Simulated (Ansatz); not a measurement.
Geometry optimisation, RKS B3LYP/def2-SVP in Ansatz 0.2.0.

input.yaml

```yaml
crystal:
  periodic: [false, false, false]
  atoms:
    - { symbol: C, position_ang: [-0.7366, 0.7862, -0.8148] }
    - { symbol: Ge, position_ang: [0.2537, -0.5626, 0.0434] }
    - { symbol: S, position_ang: [0.9052, 0.1655, 2.0163] }
    - { symbol: H, position_ang: [-1.0516, 0.4814, -1.8225] }
    - { symbol: H, position_ang: [-0.155, 1.7291, -0.9744] }
    - { symbol: H, position_ang: [-1.6664, 1.0947, -0.2013] }
    - { symbol: H, position_ang: [1.5162, -0.9029, -0.8265] }
    - { symbol: H, position_ang: [-0.5818, -1.8069, 0.2208] }
    - { symbol: H, position_ang: [1.6049, -1.0307, 2.3419] }
basis:
  gaussian: { orbitals: def2-SVP }
hamiltonian:
  xc: b3lyp
relax:
  f_tol: 0.02
  max_steps: 50
```

Command:

```bash
$ ansatz run input.yaml --threads 2 --pin off --max-ram 3072MiB --backend cpu --events-out ev --progress --plain --runs-dir out
```

Task: Where does it end, and by what steps?

Result: The forces met the threshold. After 4 steps the energy has fallen by 0.224 eV; H9 moved furthest, 0.09 Å.

```csv
step,energy less start (eV),largest force component (eV/Å),accepted
0,0.0000,2.372,yes
1,-0.1986,0.865,yes
2,-0.2206,0.161,yes
3,-0.2206,0.118,yes
4,-0.2236,0.006,yes
```

```xyz
9
Properties=species:S:1:pos:R:3
C -0.759 0.837 -0.824
Ge 0.278 -0.603 0.010
S 0.920 0.170 2.033
H -1.107 0.516 -1.818
H -0.137 1.736 -0.941
H -1.634 1.085 -0.206
H 1.524 -0.954 -0.835
H -0.581 -1.877 0.186
H 1.587 -0.955 2.378
```

Whether the end is a true minimum wasn't checked by a vibrational analysis.

The run took 8.5 s on 2 threads of AMD EPYC 9R14 (Zen 4), on a shared host, peak memory 0.22 GiB.
